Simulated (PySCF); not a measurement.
C2H10Si2.
Cartesian coordinates in Å at the PBE0-D3(BJ)/def2-SVP level; atoms count from 1:
```
atom  x, y, z in Å
C1    -2.043    0.160    0.114
C2    -1.332   -0.502    1.290
Si3    0.424    0.134    1.596
Si4    1.772   -0.193   -0.298
H5    -2.112    1.251    0.243
H6    -3.068   -0.223   -0.008
H7    -1.513   -0.021   -0.835
H8    -1.905   -0.360    2.223
H9    -1.267   -1.594    1.141
H10    1.040   -0.574    2.764
H11    0.398    1.600    1.910
H12    1.724   -1.628   -0.725
H13    1.297    0.647   -1.442
H14    3.197    0.168   -0.014
```

Jobs on this species (14 atoms, 50 electrons) with PySCF (density fitting). Hardware of each: Arm Neoverse V1, one thread, shared host. Times come from a shared host and carry two figures at best. Peak memory is the resident size of the whole Python process, interpreter and libraries included.

| level and settings | work | basis functions | SCF cycles | wall time | peak memory |
| --- | --- | --- | --- | --- | --- |
| delta-SCF UKS B3LYP, pcX-2 on the ionised atom, pcseg-1 elsewhere, spin-free X2C | ΔSCF core ionisation, 6 holes | 156 | ? | ? | ? |
| delta-SCF UKS PBE, pcX-2 on the ionised atom, pcseg-1 elsewhere, spin-free X2C | ΔSCF core ionisation, 6 holes | 156 | ? | ? | ? |
| delta-SCF UKS PBE0, pcX-2 on the ionised atom, pcseg-1 elsewhere, spin-free X2C | ΔSCF core ionisation, 6 holes | 156 | 70 | 41 s | 0.65 GiB |
| delta-SCF UKS SCAN, pcX-1 on the ionised atom, pcseg-1 elsewhere, spin-free X2C | ΔSCF core ionisation, 6 holes | 136 | 77 | 33 s | 0.53 GiB |
| delta-SCF UKS HF, pcX-2 on the ionised atom, pcseg-1 elsewhere, spin-free X2C | ΔSCF core ionisation, 6 holes | 156 | 71 | 24 s | 0.53 GiB |
| delta-SCF UKS SCAN, def2-TZVP on the ionised atom, pcseg-1 elsewhere, spin-free X2C | ΔSCF core ionisation, 6 holes | 133 | 75 | 36 s | 0.53 GiB |
| delta-SCF UKS SCAN, pcX-2 on the ionised atom, pcseg-1 elsewhere, spin-free X2C | ΔSCF core ionisation, 6 holes | 156 | 81 | 39 s | 0.57 GiB |
| PBE0-D3(BJ)/def2-SVP, grid level 1 | geometry optimisation from a GFN2-xTB start shaken at random | 114 | 55 | 48 s | 0.47 GiB |
| delta-SCF UKS SCAN, pcX-2 on the ionised atom, pcseg-1 elsewhere, non-relativistic | ΔSCF core ionisation, 6 holes | 156 | 79 | 38 s | 0.53 GiB |

Problem. Fill in the missing figures.

Solution. 
- delta-SCF UKS B3LYP, pcX-2 on the ionised atom, pcseg-1 elsewhere, spin-free X2C; ΔSCF core ionisation, 6 holes: 43 s, 0.65 GiB, 73 SCF cycles
- delta-SCF UKS PBE, pcX-2 on the ionised atom, pcseg-1 elsewhere, spin-free X2C; ΔSCF core ionisation, 6 holes: 24 s, 0.53 GiB, 79 SCF cycles

Problem. What do all jobs in the table cost together?

Solution. About 5.4 min; the longest takes about 15 % of that, and about 2 times as long as the shortest.
